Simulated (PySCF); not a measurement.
C₃H₇ (SMILES C[CH]C), doublet, geometry from GFN2-xTB; SVWN5/def2-SVP in PySCF.

Here is a job for PySCF.
```python
from pyscf import gto, scf, dft

mol = gto.Mole()
mol.atom = '''
    C     1.271440    0.261364    0.150511
    C     0.042259   -0.445716   -0.265651
    C    -1.303068    0.062008    0.075446
    H     2.102005   -0.434697    0.271268
    H     1.116034    0.796148    1.086836
    H     1.586389    1.001465   -0.598405
    H     0.124515   -1.233132   -0.995579
    H    -2.022267   -0.754058    0.151017
    H    -1.684198    0.748208   -0.693765
    H    -1.286263    0.610127    1.016792
'''
mol.basis = 'def2-svp'
mol.charge = 0
mol.spin = 1
mol.verbose = 4
mol.symmetry = True
mol.build()

mf = dft.UKS(mol)
mf.xc = 'lda,vwn'
mf.irrep_nelec = {"A'": (7, 7), 'A"': (6, 5)}
mf.kernel()
mf.analyze()
```

The log (banner, timings and long lists left out):

```
PySCF version 2.14.0

[INPUT] verbose = 4
[INPUT] num. atoms = 10
[INPUT] num. electrons = 25
[INPUT] charge = 0
[INPUT] spin (= nelec alpha-beta = 2S) = 1
[INPUT] symmetry True subgroup None
[INPUT] Mole.unit = angstrom
[INPUT] Symbol           X                Y                Z      unit          X                Y                Z       unit  Magmom
[...]
nuclear repulsion = 75.9039503680341
point group symmetry = Cs
symmetry origin: [ 7.55890451e-08 -2.26767135e-07 -2.66453526e-17]
symmetry axis x: [ 0.02104222 -0.57871616  0.81525752]
symmetry axis y: [ 0.0797304 -0.8118696 -0.5783691]
symmetry axis z: [0.99659434 0.07717098 0.02905773]
num. orbitals of irrep A' = 43
num. orbitals of irrep A" = 34
number of shells = 39
number of NR pGTOs = 121
number of NR cGTOs = 77
basis = def2-svp
ecp = {}

******** <class 'pyscf.dft.uks_symm.SymAdaptedUKS'> ********
method = SymAdaptedUKS
initial guess = minao
damping factor = 0
level_shift factor = 0
DIIS = <class 'pyscf.scf.diis.CDIIS'>
diis_start_cycle = 1
diis_space = 8
diis_damp = 0
SCF conv_tol = 1e-09
SCF conv_tol_grad = None
SCF max_cycles = 50
direct_scf = True
direct_scf_tol = 1e-13
number electrons alpha = 13  beta = 12
irrep_nelec {"A'": (7, 7), 'A"': (6, 5)}
XC library pyscf.dft.libxc version 7.1.2
    S. Lehtola, C. Steigemann, M. J. T. Oliveira, and M. A. L. Marques,  SoftwareX 7, 1–5 (2018)
XC functionals = lda,vwn
    P. A. M. Dirac,  Math. Proc. Cambridge Philos. Soc. 26, 376 (1930)
    F. Bloch,  Z. Phys. 57, 545 (1929)
    S. H. Vosko, L. Wilk, and M. Nusair,  Can. J. Phys. 58, 1200 (1980)
radial grids:
    Treutler-Ahlrichs [JCP 102, 346 (1995); DOI:10.1063/1.469408] (M4) radial grids

becke partition: Becke, JCP 88, 2547 (1988); DOI:10.1063/1.454033
pruning grids: <function nwchem_prune>
grids dens level: 3
symmetrized grids: True
atomic radii adjust function: <function treutler_atomic_radii_adjust>
small_rho_cutoff = 0
Freeze 25 electrons in irreps ["A'", 'A"']
    0 free electrons in irreps
Set gradient conv threshold to 3.16228e-05
tot grids = 111016
init E= -117.178011055473

cycle= 1 E= -116.922820693274  delta_E= 0.255  |g|= 0.365  |ddm|= 13.7

cycle= 2 E= -116.708323781778  delta_E= 0.214  |g|= 0.725  |ddm|= 7.18

cycle= 3 E= -116.987691010548  delta_E= -0.279  |g|= 0.12  |ddm|= 5.11

cycle= 4 E= -116.9965513861  delta_E= -0.00886  |g|= 0.0242  |ddm|= 1.27

cycle= 5 E= -116.996907588201  delta_E= -0.000356  |g|= 0.00373  |ddm|= 0.295

cycle= 6 E= -116.99691340792  delta_E= -5.82e-06  |g|= 0.00177  |ddm|= 0.0847

cycle= 7 E= -116.996915906348  delta_E= -2.5e-06  |g|= 0.000314  |ddm|= 0.0563

cycle= 8 E= -116.996915981473  delta_E= -7.51e-08  |g|= 5.52e-05  |ddm|= 0.0061

cycle= 9 E= -116.996915983581  delta_E= -2.11e-09  |g|= 2.12e-05  |ddm|= 0.000616

cycle= 10 E= -116.996915983965  delta_E= -3.83e-10  |g|= 5.3e-06  |ddm|= 0.000542

Extra cycle  E= -116.996915983969  delta_E= -4.8e-12  |g|= 5.06e-06  |ddm|= 0.000116
converged SCF energy = -116.996915983969  <S^2> = 0.75052726  2S+1 = 2.0005272
**** SCF Summaries ****
Total Energy =                        -116.996915983969330
Nuclear Repulsion Energy =              75.903950368034145
One-electron Energy =                 -305.805691227172076
Two-electron Energy =                  112.904824875168600
Two-electron Coulomb Energy =          130.415453981645840
DFT Exchange-Correlation Energy =      -17.510629106477239
Wave-function symmetry = A"
alpha occupancy for each irrep:     A'   A"
                                     7    6
beta  occupancy for each irrep:     A'   A"
                                     7    5
**** MO energy ****
alpha MO #1 (A' #1), energy= -9.938586942054 occ= 1
alpha MO #2 (A" #1), energy= -9.81556093707495 occ= 1
alpha MO #3 (A' #2), energy= -9.81553562095367 occ= 1
alpha MO #4 (A' #3), energy= -0.776368014123596 occ= 1
alpha MO #5 (A" #2), energy= -0.670503156078498 occ= 1
alpha MO #6 (A' #4), energy= -0.569643542687327 occ= 1
[...]
beta  MO #21 (A' #13), energy= 0.160895806793127 occ= 0
beta  MO #22 (A" #9), energy= 0.198762540624044 occ= 0
beta  MO #23 (A' #14), energy= 0.320111455096945 occ= 0
beta  MO #24 (A" #10), energy= 0.331046698038462 occ= 0
beta  MO #25 (A' #15), energy= 0.34858584773963 occ= 0
beta  MO #26 (A' #16), energy= 0.381009667834617 occ= 0
beta  MO #27 (A" #11), energy= 0.400148507655068 occ= 0
beta  MO #28 (A' #17), energy= 0.427225662538147 occ= 0
beta  MO #29 (A' #18), energy= 0.510261916154473 occ= 0
beta  MO #30 (A" #12), energy= 0.527406861031204 occ= 0
beta  MO #31 (A" #13), energy= 0.556219726982787 occ= 0
beta  MO #32 (A' #19), energy= 0.56304531848833 occ= 0
beta  MO #33 (A' #20), energy= 0.583463094211914 occ= 0
beta  MO #34 (A' #21), energy= 0.588992184881316 occ= 0
beta  MO #35 (A' #22), energy= 0.593566728885951 occ= 0
beta  MO #36 (A" #14), energy= 0.598156007997192 occ= 0
beta  MO #37 (A" #15), energy= 0.604508678034323 occ= 0
beta  MO #38 (A" #16), energy= 0.630158607899977 occ= 0
beta  MO #39 (A' #23), energy= 0.644566651554304 occ= 0
beta  MO #40 (A' #24), energy= 0.763655426243321 occ= 0
beta  MO #41 (A" #17), energy= 0.847463609641621 occ= 0
beta  MO #42 (A" #18), energy= 1.03144442483419 occ= 0
beta  MO #43 (A' #25), energy= 1.04625924296537 occ= 0
beta  MO #44 (A" #19), energy= 1.19030622479347 occ= 0
beta  MO #45 (A' #26), energy= 1.31679838525372 occ= 0
beta  MO #46 (A' #27), energy= 1.38953705042458 occ= 0
beta  MO #47 (A" #20), energy= 1.44686955803826 occ= 0
beta  MO #48 (A' #28), energy= 1.45042933278015 occ= 0
beta  MO #49 (A" #21), energy= 1.4818657819596 occ= 0
beta  MO #50 (A" #22), energy= 1.56884267429423 occ= 0
beta  MO #51 (A' #29), energy= 1.58706942953873 occ= 0
beta  MO #52 (A' #30), energy= 1.64790553308977 occ= 0
beta  MO #53 (A' #31), energy= 1.67494245565603 occ= 0
beta  MO #54 (A" #23), energy= 1.6906807325553 occ= 0
beta  MO #55 (A' #32), energy= 1.70460642435106 occ= 0
beta  MO #56 (A" #24), energy= 1.72133788925324 occ= 0
beta  MO #57 (A" #25), energy= 1.75693154974671 occ= 0
beta  MO #58 (A' #33), energy= 1.76300259927654 occ= 0
beta  MO #59 (A" #26), energy= 1.83158507772586 occ= 0
beta  MO #60 (A' #34), energy= 1.89385203289268 occ= 0
beta  MO #61 (A' #35), energy= 2.00143909824106 occ= 0
beta  MO #62 (A" #27), energy= 2.06183002407492 occ= 0
beta  MO #63 (A' #36), energy= 2.10363918076753 occ= 0
beta  MO #64 (A" #28), energy= 2.11861552189337 occ= 0
beta  MO #65 (A' #37), energy= 2.27712484519195 occ= 0
beta  MO #66 (A" #29), energy= 2.2840089666608 occ= 0
beta  MO #67 (A' #38), energy= 2.35702066330589 occ= 0
beta  MO #68 (A' #39), energy= 2.4327155501404 occ= 0
beta  MO #69 (A" #30), energy= 2.45093850467304 occ= 0
beta  MO #70 (A" #31), energy= 2.50093900678753 occ= 0
beta  MO #71 (A' #40), energy= 2.62101422606097 occ= 0
beta  MO #72 (A" #32), energy= 2.7027103054445 occ= 0
beta  MO #73 (A" #33), energy= 2.807941613503 occ= 0
beta  MO #74 (A' #41), energy= 2.80917881535047 occ= 0
beta  MO #75 (A' #42), energy= 2.83177122488728 occ= 0
beta  MO #76 (A" #34), energy= 2.89037181476633 occ= 0
beta  MO #77 (A' #43), energy= 2.95272361973027 occ= 0
 ** Mulliken pop alpha/beta on meta-lowdin orthogonal AOs **
 ** Mulliken pop       alpha | beta **
In total            13.00000 | 12.00000
 ** Mulliken atomic charges   ( Nelec_alpha | Nelec_beta ) **
charge of  0C =     -0.40036  (     3.25731      3.14305 )
charge of  1C =      0.23895  (     2.88478      2.87627 )
charge of  2C =     -0.40036  (     3.25731      3.14305 )
charge of  3H =      0.03618  (     0.55505      0.40877 )
charge of  4H =      0.09652  (     0.48231      0.42117 )
charge of  5H =      0.06706  (     0.55293      0.38001 )
charge of  6H =      0.16226  (     0.42001      0.41772 )
charge of  7H =      0.03618  (     0.55505      0.40877 )
charge of  8H =      0.06706  (     0.55293      0.38001 )
charge of  9H =      0.09652  (     0.48231      0.42117 )
Dipole moment(X, Y, Z, Debye):  0.09907, -1.17954, -0.26518
```
